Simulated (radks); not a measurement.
Question: The mean radii <r> (bohr) of the occupied orbitals of an atom or ion are listed with their occupations. Method: Dirac Kohn-Sham, PBE, spin-unpolarised, spherical densities, point nucleus; computed with a radial shooting solver on a logarithmic mesh with Libxc functionals.

orbital  occ.      <r>
1s1/2       2  0.01803
2s1/2       2  0.07557
2p1/2       2  0.06246
2p3/2       4  0.07054
3s1/2       2   0.1969
3p1/2       2   0.1870
3p3/2       4   0.2019
3d3/2       4   0.1765
3d5/2       6   0.1811
4s1/2       2   0.4404
4p1/2       2   0.4450
4p3/2       4   0.4784
4d3/2       4   0.4934
4d5/2       6   0.5048
5s1/2       2    1.038
5p1/2       2    1.141
5p3/2       4    1.246
4f5/2       6   0.5764
4f7/2       8   0.5853
6s1/2       1    3.174
5d3/2     2.4    1.965
5d5/2     3.6    2.077

Name the element and its charge. Open shells, if any, are shared by 2j + 1.

Answer: Z = 75, rhenium, charge 0: Re in [Xe] 4f14 5d6 6s1. The 1s radius gives Z: for a bare nucleus <r> = (2 gamma + 1)/(2Z) with gamma = sqrt(1 - (Z/c)^2), 0.01783 bohr for Z = 75, and screening makes it slightly larger (0.01803 here). The occupations add up to 75, and the charge is Z minus that.
